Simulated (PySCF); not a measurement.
Bond curve of BeI⁺

Set-up: PySCF, scalar-relativistic core potentials, basis sets Be aug-cc-pVDZ, I aug-cc-pVDZ-PP with ECP28. Energies in eV from Be⁺ + I in their ground configurations at the same level. State: ¹Σ⁺ (singlet), closed shell.

All columns are PBE0. A positive dipole points towards I; it is taken about the centre of mass and depends on that origin.

| R (Å) | E (eV) | μ (D) | Mulliken charge on Be (basis-dependent) | HOMO (eV) | LUMO (eV) | Mayer bond order | ⟨S²⟩ |
| --- | --- | --- | --- | --- | --- | --- | --- |
| 1.790 | -2.434 | -6.78 | -0.05 | -14.67 | -9.51 | 2.21 | 0.00 |
| 1.874 | -3.035 | -7.25 | 0.12 | -14.41 | -9.64 | 2.11 | 0.00 |
| 1.957 | -3.370 | -7.72 | 0.26 | -14.17 | -9.78 | 2.02 | 0.00 |
| 2.019 | -3.489 | -8.07 | 0.36 | -14.00 | -9.89 | 1.96 | 0.00 |
| 2.082 | -3.522 | -8.41 | 0.44 | -13.85 | -10.00 | 1.89 | 0.00 |
| 2.144 | -3.487 | -8.74 | 0.52 | -13.70 | -10.11 | 1.83 | 0.00 |
| 2.228 | -3.363 | -9.16 | 0.61 | -13.52 | -10.25 | 1.75 | 0.00 |
| 2.332 | -3.121 | -9.65 | 0.69 | -13.33 | -10.43 | 1.65 | 0.00 |
| 2.457 | -2.759 | -10.17 | 0.76 | -13.13 | -10.63 | 1.54 | 0.00 |
| 2.623 | -2.232 | -10.74 | 0.81 | -12.94 | -10.86 | 1.42 | 0.00 |

A fit through these points gives, at Re = 2.078 Å, μ = -8.39 D and dμ/dR = -5.37 D/Å; the reduced mass is 8.415 u.

Q: How strong is the fundamental in the double-harmonic approximation, I = 42.26·(dμ/dR)²/μred km/mol?

A: I = 42.26·(-5.37)²/8.415 = 145 km/mol at PBE0.

These are scalar-relativistic numbers at best; spin–orbit coupling would shift them, the dissociation energy most. For an ion De counts to the pair picked by the measured ionisation energies or electron affinities, which need not be the lowest pair at this level.
